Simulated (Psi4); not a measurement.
C₂H₅O₂, charge +1, singlet, geometry from GFN2-xTB, with bond 8-5 at 1.25 times its length; HF/6-31G* in Psi4.

Input for Psi4:
```
memory 2 GB

molecule mol {
1 1
C    -1.030430   -0.204726   -0.021120
O    -0.733129   -1.296800   -0.248742
O     0.040622    0.835398    0.073481
H    -1.987636    0.305599    0.104440
C     1.425502    0.376982    0.082886
H     2.054138    1.224220   -0.185970
H     1.702871   -0.019129    1.059730
H     1.545684   -0.599581   -0.859809
H    -0.121393    1.551254    0.724558
}

set {
  basis 6-31g*
  reference rhf
  stability_analysis check
  scf_type pk
}

energy('scf')
print_variables()
```

Q: Predict the main parts of the log of this Psi4 run.

A: 
```
   => Loading Basis Set <=

    Name: 6-31G*
    Role: ORBITAL
    Keyword: BASIS

         ---------------------------------------------------------
                                   SCF
               by Justin Turney, Rob Parrish, Andy Simmonett
                          and Daniel G. A. Smith
                              RHF Reference
         ---------------------------------------------------------

  ==> Geometry <==

    Molecular point group: c1
    Full point group: C1

    Geometry (in Angstrom), charge = 1, multiplicity = 1:

       Center              X                  Y                   Z               Mass
    ------------   -----------------  -----------------  -----------------  -----------------
         C           -0.979354705570    -0.158331914549    -0.001251600812    12.000000000000
         O           -0.682053705570    -1.250405914549    -0.228873600812    15.994914619570
         O            0.091697294430     0.881792085451     0.093349399188    15.994914619570
         H           -1.936560705570     0.351993085451     0.124308399188     1.007825032230
         C            1.476577294430     0.423376085451     0.102754399188    12.000000000000
         H            2.105213294430     1.270614085451    -0.166101600812     1.007825032230
         H            1.753946294430     0.027265085451     1.079598399188     1.007825032230
         H            1.596759294430    -0.553186914549    -0.839940600812     1.007825032230
         H           -0.070317705570     1.597648085451     0.744426399188     1.007825032230

  Running in c1 symmetry.

  Rotational constants: A =      0.59894  B =      0.20749  C =      0.16026 [cm^-1]
  Rotational constants: A =  17955.67142  B =   6220.37816  C =   4804.36691 [MHz]
  Nuclear repulsion =  128.140648697259763

  Charge       = 1
  Multiplicity = 1
  Electrons    = 32
  Nalpha       = 16
  Nbeta        = 16

  ==> Algorithm <==

  SCF Algorithm Type is PK.
  DIIS enabled.
  MOM disabled.
  Fractional occupation disabled.
  Guess Type is SAD.
  Energy threshold   = 1.00e-06
  Density threshold  = 1.00e-06
  Integral threshold = 1.00e-12

  ==> Primary Basis <==

  Basis Set: 6-31G*
    Blend: 6-31G*
    Number of shells: 34
    Number of basis functions: 70
    Number of Cartesian functions: 70
    Spherical Harmonics?: false
    Max angular momentum: 2

  ==> Integral Setup <==

  Using in-core PK algorithm.
   Calculation information:
      Number of atoms:                   9
      Number of AO shells:              34
      Number of primitives:             80
      Number of atomic orbitals:        70
      Number of basis functions:        70

      Integral cutoff                 1.00e-12
      Number of threads:                 1

  Performing in-core PK
  Using 6177710 doubles for integral storage.
  We computed 173176 shell quartets total.
  Whereas there are 177310 unique shell quartets.

  ==> DiskJK: Disk-Based J/K Matrices <==

    J tasked:                  Yes
    K tasked:                  Yes
    wK tasked:                  No
    Schwarz Cutoff:          1E-12

  Minimum eigenvalue in the overlap matrix is 5.2696721591E-03.
  Reciprocal condition number of the overlap matrix is 8.2094513859E-04.
    Using symmetric orthogonalization.

  ==> Pre-Iterations <==

  SCF Guess: Superposition of Atomic Densities via on-the-fly atomic UHF (no occupation information).

   -------------------------
    Irrep   Nso     Nmo
   -------------------------
     A         70      70
   -------------------------
    Total      70      70
   -------------------------

  ==> Iterations <==

                        Total Energy        Delta E     RMS |[F,P]|

   @RHF iter SAD:  -227.38087479054033   -2.27381e+02   0.00000e+00
   @RHF iter   1:  -227.88983379834374   -5.08959e-01   7.28152e-03 DIIS/ADIIS
   @RHF iter   2:  -227.95843034347882   -6.85965e-02   5.91982e-03 DIIS/ADIIS
   @RHF iter   3:  -228.01930898743430   -6.08786e-02   7.89771e-04 DIIS/ADIIS
   @RHF iter   4:  -228.02139128787647   -2.08230e-03   1.98273e-04 DIIS/ADIIS
   @RHF iter   5:  -228.02159631477451   -2.05027e-04   9.33118e-05 DIIS
   @RHF iter   6:  -228.02164796900001   -5.16542e-05   4.28521e-05 DIIS
   @RHF iter   7:  -228.02166155111874   -1.35821e-05   1.57949e-05 DIIS
   @RHF iter   8:  -228.02166331696907   -1.76585e-06   3.59504e-06 DIIS
   @RHF iter   9:  -228.02166340525787   -8.82888e-08   6.73964e-07 DIIS
  Energy and wave function converged.

	Presorting SO-basis two-electron integrals.
	Sorting File: SO Ints (nn|nn) nbuckets = 1
	Constructing frozen core operators
	Starting first half-transformation.
	Sorting half-transformed integrals.
	First half integral transformation complete.
	Starting second half-transformation.
	Two-electron integral transformation complete.
	Starting first half-transformation.
	Sorting half-transformed integrals.
	First half integral transformation complete.
	Starting second half-transformation.
	Two-electron integral transformation complete.
    Lowest singlet (RHF->RHF) stability eigenvalues:
       A 0.241605         A 0.336006         A 0.415188         A 0.421667
       A 0.438897

    Lowest triplet (RHF->UHF) stability eigenvalues:
       A 0.049654         A 0.157928         A 0.159700         A 0.293656
       A 0.300410

  ==> Post-Iterations <==

    Orbital Energies [Eh]
    ---------------------

    Doubly Occupied:

[...]
      16A     -0.717601

    Virtual:

[...]
    Final Occupation by Irrep:
              A
    DOCC [    16 ]
    NA   [    16 ]
    NB   [    16 ]

  @RHF Final Energy:  -228.02166340525787

   => Energetics <=

    Nuclear Repulsion Energy =            128.1406486972597634
    One-Electron Energy =                -557.0663002322685315
    Two-Electron Energy =                 200.9039881297509282
    Total Energy =                       -228.0216634052578684

Computation Completed

Properties will be evaluated at   0.000000,   0.000000,   0.000000 [a0]

Properties computed using the SCF density matrix

 Multipole Moments:

 ------------------------------------------------------------------------------------
     Multipole            Electronic (a.u.)      Nuclear  (a.u.)        Total (a.u.)
 ------------------------------------------------------------------------------------

 L = 1.  Multiply by 2.5417464519 to convert [e a0] to [Debye]
 Dipole X            :         -3.1471375            3.2305335            0.0833961
 Dipole Y            :         -0.8217596            2.5240842            1.7023245
 Dipole Z            :         -0.1198227            0.8827179            0.7628951
 Magnitude           :                                                    1.8673170

 ------------------------------------------------------------------------------------

  Variable Map:
  ----------------------------------------------------------------------------
[...]
  Array Variable Map:
  ----------------------------------------------------------------------------
[...]
[...]
```
